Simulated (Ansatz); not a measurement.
Stepwise reaction of `[I][SnH]([I])[I]` with hydrogen, as a gas-phase model of exchange steps in deposition or etching. ΔE in kJ/mol; ΔG adds harmonic PBE0-D4 terms to CCSD(T)/CBS, at 1 bar.

Isolated molecules relaxed with PBE0-D4/def2-TZVP in Ansatz; ΔE leaves out vibrations. CCSD(T)/CBS adds triple-zeta CCSD(T) − MP2 to the extrapolated MP2 energy (def2 sets, frozen cores). This one scheme is used for every species. Functionals use def2-TZVPP. B3LYP here is the variant with VWN-RPA as its local correlation; programs differ in this. Elements past krypton have def2 core potentials. For I, Sn outer-core shells are correlated without core-valence functions, which leaves a few kJ/mol of doubt a bond.

```tsv
step	reaction	PBE-D4	B3LYP-D4	ωB97M-V	CCSD(T)/CBS	ΔG(600 K)
1	`[I][SnH]([I])[I]` + H₂ → `[I][SnH2][I]` + HI	95.2	95.5	86.4	100.9	86.7
3	`[SnH3][I]` + H₂ → `[SnH4]` + HI	90.8	91.0	88.6	100.5	95.7
```

Task: Give the row of step 2, `[I][SnH2][I]` + H₂ → `[SnH3][I]` + HI. (Estimate.)

Result: Computed: 
```tsv
step	reaction	PBE-D4	B3LYP-D4	ωB97M-V	CCSD(T)/CBS	ΔG(600 K)
2	`[I][SnH2][I]` + H₂ → `[SnH3][I]` + HI	93.7	93.5	87.4	100.8	91.0
```

Task: By hand: ΔE of the 3 steps together at CCSD(T)/CBS.

Result: (100.9) + (100.8) + (100.5) = 302.2 kJ/mol, or 100.7 kJ/mol a step.

In ΔE the steps differ by no more than 0.4 kJ/mol. All are uphill at CCSD(T)/CBS. ΔG lies between 86.7 and 95.7 kJ/mol a step. PBE-D4 differs from CCSD(T)/CBS by -9.7 to -5.7 kJ/mol a step. Only this route is followed, and other bonds may react first. Isolated molecules leave out the surface, adducts and barriers. Largest T1 diagnostic: 0.013.
